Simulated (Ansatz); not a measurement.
Task: Name a neutral molecule of B, C, N, O, Si and H with HOMO energy (ωB97M-V/def2-TZVPP) between -9.80 and -9.50 eV and HOMO energy (PBE0/def2-TZVPP) between -7.55 and -7.25 eV (Ansatz, PBE0-D4/def2-TZVP geometry).

Result: `BB[SiH](O)C=N` (-9.69 eV, -7.52 eV); `N=C1OB1[SiH3]` (-9.76 eV, -7.51 eV); `BN[SiH2]CO` (-9.79 eV, -7.47 eV); `B[Si](C)(N)O` (-9.55 eV, -7.26 eV); `O[SiH2]NC1=CB1` (-9.66 eV, -7.49 eV). Other molecules can fit too; these were computed, each in one conformer that needn't be the lowest.
